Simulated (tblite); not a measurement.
C5H8ClFO2S.
Z-matrix (Å and degrees, GFN2-xTB geometry), rows numbered from 1:
```
C 
C   1  1.3187
C   2  1.5025  1  123.76
C   3  1.5320  2  111.70  1   120.28
C   3  1.5143  2  108.19  1  -117.57
F   5  1.3533  3  112.83  2   167.56
S   5  1.8457  3  105.63  2    51.54
O   7  1.4233  5  110.62  3    47.18
O   7  1.4259  5  109.59  3   -86.65
Cl  7  2.0252  5  102.06  3   160.90
H   1  1.0757  2  121.59  3  -179.48
H   1  1.0769  2  121.85  3     1.34
H   2  1.0813  1  120.85  3   178.99
H   3  1.0948  2  109.31  1    -1.35
H   4  1.0871  3  110.29  2   179.02
H   4  1.0864  3  109.61  2   -61.19
H   4  1.0876  3  110.57  2    58.54
H   5  1.0920  3  115.38  2   -66.13
```

All values are computed: GFN2-xTB (tblite) harmonic vibrations without scaling, gas phase. This tight-binding method is rough: wavenumbers can miss measured ones by several per cent, in bad cases by 10 to 20. One conformer, not necessarily the lowest.

Harmonic wavenumbers (cm⁻¹): 56.3, 58.7, 80.3, 110.0, 164.2, 181.6, 207.5, 245.5, 264.1, 278.8, 301.0, 331.8, 337.3, 456.3, 481.2, 506.5, 521.6, 656.4, 727.0, 887.6, 906.8, 950.0, 987.6, 1013.7, 1037.4, 1080.3, 1111.8, 1131.7, 1151.2, 1171.6, 1217.6, 1264.7, 1296.4, 1301.3, 1311.9, 1404.2, 1408.8, 1486.0, 1488.9, 1716.5, 2955.2, 2965.1, 3041.9, 3048.9, 3058.2, 3071.2, 3113.0, 3144.3.

A = 1581, B = 818.0, C = 624.8 MHz; mass 185.992 u (most abundant isotopes); point group C1, symmetry number 1.

Zero-point energy?

½Σν̃ = 27845 cm⁻¹ = 333.10 kJ/mol.

What is S at 273.15 K and 1 bar for an ideal gas of classical rigid rotors and harmonic oscillators?

Translation 172.21, rotation 125.96, vibration 140.08: S = 438.2 J/(mol K).

And Cp and H(273.15 K) − H(0)?

Cp = 171.20 J/(mol K), of which vibrations give 137.94 (their classical limit is 48 R = 399.1); H(273.15 K) − H(0) = 29.37 kJ/mol without the zero-point energy, 20.29 from vibrations.

What must be added to the electronic energy to get the Gibbs energy at 273.15 K and 1 bar?

ZPE + [H(273.15 K) − H(0)] − T·S = 333.10 + 29.37 − 119.71 = 242.76 kJ/mol.

How do the functions run with temperature in this model?

| T (K) | S (J/(mol K)) | Cp (J/(mol K)) | H − H(0) (kJ/mol) | G − H(0) (kJ/mol) | ln q(vib) |
| --- | --- | --- | --- | --- | --- |
| 50 | 257.2 | 60.5 | 2.19 | -10.67 | 0.59 |
| 100 | 309.3 | 92.9 | 6.04 | -24.89 | 2.09 |
| 298.15 | 453.7 | 181.1 | 33.77 | -101.48 | 8.73 |
| 373.15 | 497.4 | 209.4 | 48.43 | -137.17 | 11.10 |
| 500 | 564.6 | 250.2 | 77.69 | -204.61 | 14.94 |
| 750 | 677.4 | 305.5 | 147.73 | -360.35 | 21.89 |
| 1000 | 770.4 | 340.3 | 228.75 | -541.68 | 28.10 |

q(vib) and H(0) count from the zero-point level.

Hindered rotation and anharmonicity are outside this model. Other conformers, if any are populated, would add a mixing term that is left out. The structure is chiral; the term R ln 2 for an equal mix with its mirror image is left out.
